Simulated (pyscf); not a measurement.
`[CH]=[CH][CH2][CH3]`, doublet

Gas-phase minimum from PySCF at ωB97X-D3(BJ)/def2-SVP, one conformer. •HC=CH–CH₂–CH₃ lies 27.8 kcal/mol over its isomer •H₂C–CH=CH–CH₃, and others may lie lower still (electronic energy, ωB97M-D3(BJ)). 

```xyz
11

C      0.8218    -0.3245     1.3439
C      0.1150     0.5586     0.6726
C     -0.7657     0.2531    -0.5253
C     -2.2305     0.6205    -0.2750
H      1.0187    -1.3988     1.2996
H      0.1334     1.6124     0.9942
H     -0.6782    -0.8144    -0.7847
H     -0.3848     0.8215    -1.3922
H     -2.8475     0.4211    -1.1654
H     -2.6432     0.0398     0.5651
H     -2.3351     1.6892    -0.0256
```
Charge 0, spin multiplicity 2.

Bonded distances (Å): C1–C2 1.315, C1–H5 1.093, C2–C3 1.518, C2–H6 1.102, C3–C4 1.531, C3–H7 1.102, C3–H8 1.104, C4–H9 1.102, C4–H10 1.102, C4–H11 1.102. Angles (°): C2–C1–H5 137.4, C1–C2–C3 125.4, C1–C2–H6 119.0, C3–C2–H6 115.6, C2–C3–C4 112.2, C2–C3–H7 109.6, C2–C3–H8 108.4, C4–C3–H7 110.3, C4–C3–H8 109.6, H7–C3–H8 106.6, C3–C4–H9 111.1, C3–C4–H10 110.9, C3–C4–H11 111.1, H9–C4–H10 108.1 (the first ones only).

Properties at ωB97X-D3(BJ)/def2-SVP:

- Harmonic wavenumbers, unscaled: 101, 237, 330, 398, 705, 785, 844, 886, 913, 1050, 1098, 1131, 1250, 1288, 1350, 1411, 1468, 1479, 1488, 1723, 3063, 3070, 3124, 3134, 3156, 3162, 3257 cm⁻¹
- Zero-point energy: 59.9 kcal/mol
- Rotational symmetry number: 1
- Entropy of this conformer at 298 K and 1 atm, rigid rotor and harmonic oscillator, modes under 100 cm⁻¹ raised to 100: 302.3 J/(mol K)
- Dipole moment: 1.05 D
- Spin expectation value S2: 0.762

Single-point totals, which compare only within one level:

```
level                   total energy (hartree)
----------------------  ----------------------
ωB97X-D3(BJ)/def2-TZVP              -156.67224
PBE/def2-TZVP                       -156.36489
r²SCAN/def2-TZVP                    -156.48921
B3LYP-D3(BJ)/def2-TZVP              -156.60922
PBE0-D3(BJ)/def2-TZVP               -156.39577
M06-2X/def2-TZVP                    -156.50508
ωB97M-D3(BJ)/def2-TZVP              -156.62742
```

Soft torsions are taken as harmonic, which can shift the entropy by several J/(mol K).
